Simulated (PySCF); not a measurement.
C4H4ClF, SMILES CC(Cl)=C=CF.

The structure is a stationary point at B3LYP-D3(BJ)/def2-SVP. This is a generated structure with no PubChem entry under its InChIKey; it may be hypothetical.

The numbers are results of TDDFT-PBE0/def2-SVPD in PySCF, not measurements.

Vertical excitations. Isolated molecule, no solvent.

Q: Give excitation energies, oscillator strengths and character. (An estimate is asked for; the answer gives what the named calculation found.)

A: 
| state | energy (eV) | λ (nm) | f | main pairs |
|---|---|---|---|---|
| S1 | 5.20 | 239 | 0.001 | HOMO−1→LUMO 57 %, HOMO→LUMO+1 40 % |
| S2 | 5.33 | 233 | 0.000 | HOMO→LUMO+1 55 %, HOMO−1→LUMO 39 % |
| S3 | 6.12 | 203 | 0.012 | HOMO→LUMO 58 %, HOMO−1→LUMO+1 37 % |
| S4 | 6.84 | 181 | 0.097 | HOMO−2→LUMO 62 %, HOMO−2→LUMO+1 23 % |
| S5 | 6.86 | 181 | 0.080 | HOMO−2→LUMO+1 51 %, HOMO−2→LUMO 36 % |
| S6 | 7.05 | 176 | 0.645 | HOMO−1→LUMO+1 40 %, HOMO−2→LUMO+1 24 %, HOMO→LUMO 20 % |
| S7 | 7.28 | 170 | 0.050 | HOMO→LUMO+2 92 % |
| S8 | 7.43 | 167 | 0.044 | HOMO−1→LUMO+2 92 % |
| S9 | 7.58 | 164 | 0.002 | HOMO→LUMO+3 41 %, HOMO−3→LUMO+1 31 %, HOMO→LUMO+4 23 % |
| S10 | 7.92 | 156 | 0.001 | HOMO−3→LUMO+1 60 %, HOMO→LUMO+3 28 % |
| T1 | 4.03 | 308 | 0 | HOMO→LUMO 71 %, HOMO−1→LUMO+1 18 % |
| T2 | 4.24 | 293 | 0 | HOMO−1→LUMO+1 69 %, HOMO→LUMO 18 % |
| T3 | 4.80 | 258 | 0 | HOMO→LUMO+1 54 %, HOMO−1→LUMO 40 % |
| T4 | 4.89 | 254 | 0 | HOMO−1→LUMO 55 %, HOMO→LUMO+1 42 % |
Triplets are in the Tamm–Dancoff approximation, which puts them higher than full response would, so one can lie above its singlet here.
